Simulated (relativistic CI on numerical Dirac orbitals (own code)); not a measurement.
# Mn4+: resonant inelastic scattering at the L2,3 edge

Computed with this model: Dirac-Coulomb-Breit CI, KLI orbitals optimised for each configuration, model QED (radiative potential, 1s self-energy scaled to tabulated hydrogen-like ionisation energies), valence Slater integrals scaled by 0.7, Kramers-Heisenberg scattering through one core-hole configuration in a parametric crystal field; configurations [Ar] 3d3 → [He] 2s2 2p5 3s2 3p6 3d4; 300 K; core-hole width 0.6 eV; summed over polarisations. Incident energies are the highest absorption maxima for each field (at most a few, so the weaker spin-orbit partner edge can be absent), on the computed scale of the free ion. Intensities are in per cent of the strongest line above 0.02 eV; levels within 1 cm⁻¹ are merged; final levels count from the ground level, the first row holds all elastic scattering, lines under 0.4 are left out and each table stops after 24 rows. The scale of the Slater integrals is a model choice and moves the terms in proportion.

Field parameters in Wybourne normalisation: D4h B²₀ = −7Ds, B⁴₀ = 21(Dq − Dt), B⁴₄ = 21√(5/14) Dq. The field is a parameter set, without covalency.

S is read from ⟨S²⟩ = S(S + 1).

D4h, 10Dq = 23950, Ds = -1500, Dt = 170 cm⁻¹:

```csv
Final level (eV),Degeneracy,Irrep,S,648.6 eV,649.4 eV,657.8 eV
0.000,4,Γ6+Γ7,1.50,741.3,670.4,556.6
1.925,2,Γ6,0.51,2.6,7.7,19.0
1.963,2,Γ7,0.50,4.0,16.7,18.5
2.106,2,Γ7,0.51,4.4,16.5,15.5
2.145,2,Γ6,0.51,9.6,13.5,14.6
2.244,2,Γ6,0.50,2.9,8.7,39.9
2.709,2,Γ6,1.50,7.4,8.5,45.7
2.712,2,Γ6,1.49,10.2,26.5,41.3
2.712,2,Γ7,1.50,11.0,21.6,67.9
2.715,2,Γ7,1.50,14.3,24.1,46.4
2.970,2,Γ6,1.50,5.1,10.0,100.0
2.974,2,Γ7,1.50,12.9,13.8,51.2
3.284,2,Γ7,0.52,8.8,3.7,36.1
3.467,2,Γ7,0.51,5.9,3.3,39.7
3.494,2,Γ6,0.51,3.7,6.4,34.5
3.726,2,Γ7,1.49,6.4,11.7,17.9
3.737,2,Γ7,1.49,5.5,11.1,19.9
3.747,2,Γ6,1.50,7.3,12.4,36.7
3.759,2,Γ6,1.50,6.0,9.6,30.5
4.410,2,Γ6,0.61,1.0,6.8,9.3
4.543,2,Γ7,1.50,6.2,6.0,25.4
4.553,2,Γ6,1.44,7.6,7.6,35.2
4.630,2,Γ6,0.50,3.1,18.5,6.5
4.661,2,Γ7,0.51,3.3,17.3,4.5
```

D4h, 10Dq = 23950, Ds = -860, Dt = 170 cm⁻¹:

```tsv
Final level (eV)	Degeneracy	Irrep	S	647.2 eV	648.8 eV	657.9 eV
0.000	4	Γ6+Γ7	1.50	315.6	627.6	635.4
2.084	2	Γ6	0.51	3.6	2.0	29.4
2.102	2	Γ7	0.50	5.4	5.8	8.2
2.129	2	Γ7	0.51	1.8	4.9	27.2
2.140	2	Γ6	0.51	7.7	10.4	13.2
2.244	2	Γ6	0.51	6.2	2.7	46.2
2.764	2	Γ7	1.50	7.3	23.0	54.2
2.767	2	Γ7	1.50	8.8	14.9	76.1
2.772	2	Γ6	1.50	8.1	14.4	82.6
2.777	2	Γ6	1.49	4.5	6.7	49.4
2.970	2	Γ6	1.50	8.3	8.2	100.0
2.974	2	Γ7	1.50	8.6	13.9	48.8
3.272	2	Γ7	0.51	5.0	5.2	33.0
3.357	2	Γ7	0.51	4.3	5.6	45.0
3.372	2	Γ6	0.51	6.1	4.1	32.6
3.817	2	Γ7	1.50	3.9	6.3	25.2
3.824	2	Γ7	1.50	4.3	5.3	18.2
3.829	2	Γ6	1.50	4.4	6.4	27.5
3.835	2	Γ6	1.50	3.9	6.7	19.9
4.332	2	Γ6	1.47	5.3	8.2	38.9
4.340	2	Γ7	1.50	3.4	5.5	28.2
4.509	2	Γ6	0.56	0.3	2.3	6.3
4.792	2	Γ6	0.50	0.7	3.6	7.5
4.812	2	Γ7	0.50	0.5	3.7	4.7
```

D4h, 10Dq = 23950, Ds = -210, Dt = 170 cm⁻¹:

```csv
Final level (eV),Degeneracy,Irrep,S,647.3 eV,648.9 eV,657.9 eV
0.000,4,Γ6+Γ7,1.50,281.4,588.2,672.0
2.125,2,Γ7,0.51,5.0,11.3,11.8
2.131,2,Γ6,0.51,5.5,10.9,16.7
2.199,2,Γ6,0.50,5.0,3.2,30.0
2.213,2,Γ7,0.50,3.8,3.0,29.2
2.244,2,Γ6,0.51,5.8,2.2,45.0
2.774,2,Γ7,1.50,8.2,27.5,67.2
2.782,2,Γ7,1.50,6.5,15.5,77.7
2.792,2,Γ6,1.50,6.8,13.1,88.0
2.803,2,Γ6,1.49,3.3,6.9,55.1
2.970,2,Γ6,1.49,7.2,9.5,100.0
2.973,2,Γ7,1.49,6.9,15.8,55.2
3.252,2,Γ7,0.51,6.7,6.0,29.4
3.279,2,Γ6,0.52,7.2,5.3,27.1
3.288,2,Γ7,0.51,5.1,6.6,47.9
3.946,2,Γ7,1.50,2.3,5.5,40.1
3.949,2,Γ6,1.50,3.9,8.6,20.4
3.949,2,Γ7,1.50,3.2,4.9,27.6
3.952,2,Γ6,1.50,3.1,6.4,15.9
4.090,2,Γ6,1.50,2.9,8.1,28.0
4.093,2,Γ7,1.50,3.3,5.3,22.2
4.560,2,Γ6,0.51,0.2,3.0,6.6
4.900,2,Γ7,0.50,0.5,4.8,6.5
4.907,2,Γ6,0.50,0.8,4.9,8.6
```

For the first field the strongest loss at the lowest incident energy is the level at 2.71 eV (S = 1.50, against 1.50 in the thermal ground state). Levels of other spin, the first over 8 % at 1.92 eV, appear because spin-orbit coupling of the core hole, and in heavier ions of the valence shell too, mixes spins.
